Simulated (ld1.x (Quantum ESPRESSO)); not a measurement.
Br TM: all-electron and pseudo phase curves

```json
{"Element": "Br", "Generator": "ld1.x (Quantum ESPRESSO) 7.5", "Type": "norm-conserving Troullier–Martins (Kleinman–Bylander form)", "Functional": "LDA (PZ)", "Relativity": "scalar-relativistic", "Frozen core": "[Ne] 3s2", "Valence charge": "23", "Reference configuration": "3p6 3d10 4s2 4p3 (charge +2)", "Partial waves": "4s (bound): rc 1.35 bohr; 3p (bound): rc 0.90 bohr; 3d (bound): rc 1.00 bohr", "Local potential": "the d channel", "Core correction": "a·sin(br)/r model core inside 0.50 bohr"}
```

Occupied shells without a wave of their own: 4p. They enter only through the test configuration that unscreens the potential, and ld1.x also counts them in the model core charge.

The phase is arctan(r·u′/u) with u = r·R(r), unwrapped; energies in Ry, scanned from -17 to 5 Ry. A pole is an energy at which the radial function vanishes at the test radius. The pseudo phase is shifted by a multiple of π to meet the all-electron one at the reference energy, and phase errors are pseudo minus all-electron; the curves can meet again beyond the range given. Levels narrower than the energy grid can be missing from the lists of poles.

```tsv
channel	radius (bohr)	reference energy (Ry)	poles, all-electron	poles, pseudo	unbroken range about the reference energy with phases within 0.05 rad	phase error 1 Ry above the reference energy (rad)
s	1.49	-3.09	3.56	1.89	below 1.2	-0.007
p	1.49	-14.50	-14.42	-14.42	below -3.6	+0.001
d	1.49	-6.69	-6.47	-6.47	below -0.9	+0.003
```

Note: ghost state, extra bound levels that the all-electron valence spectrum of the same l lacks: s at -606.7 eV. A true bound ghost makes a file unfit for plane-wave use. The potential misses its own reference levels by up to 1.2 eV, so it is not fit for use. ld1.x takes every shell without a wave as core, so the model core holds the 4p electrons as well and exchange and correlation see them twice. This cancels in the reference configuration, but the file is broken for other ones, and its errors say nothing about a proper core correction.

Phases in the p channel:

```csv
E (Ry),all-electron,pseudo
-17.00,1.373,1.374
-16.52,1.367,1.367
-16.04,1.357,1.357
-15.56,1.342,1.342
-15.08,1.304,1.304
-14.60,0.218,0.219
-14.12,-1.704,-1.704
-13.64,-1.746,-1.746
-13.16,-1.764,-1.763
-12.68,-1.776,-1.775
-12.20,-1.785,-1.784
-11.72,-1.794,-1.793
-11.24,-1.803,-1.802
-10.76,-1.812,-1.811
-10.28,-1.822,-1.821
-9.80,-1.833,-1.831
-9.32,-1.844,-1.842
-8.84,-1.856,-1.854
-8.36,-1.870,-1.867
-7.88,-1.886,-1.882
-7.40,-1.904,-1.899
-6.92,-1.925,-1.918
-6.44,-1.949,-1.941
-5.96,-1.978,-1.967
-5.48,-2.013,-1.999
-5.00,-2.056,-2.037
-4.52,-2.111,-2.086
-4.04,-2.182,-2.147
-3.56,-2.279,-2.227
-3.08,-2.414,-2.336
-2.60,-2.607,-2.488
-2.12,-2.879,-2.700
-1.64,-3.225,-2.988
-1.16,-3.584,-3.330
-0.68,-3.878,-3.659
-0.20,-4.090,-3.920
0.28,-4.238,-4.109
0.76,-4.344,-4.244
1.24,-4.422,-4.342
1.72,-4.482,-4.416
2.20,-4.529,-4.473
2.68,-4.567,-4.519
3.16,-4.599,-4.556
3.64,-4.626,-4.587
4.12,-4.650,-4.613
4.60,-4.670,-4.636
```
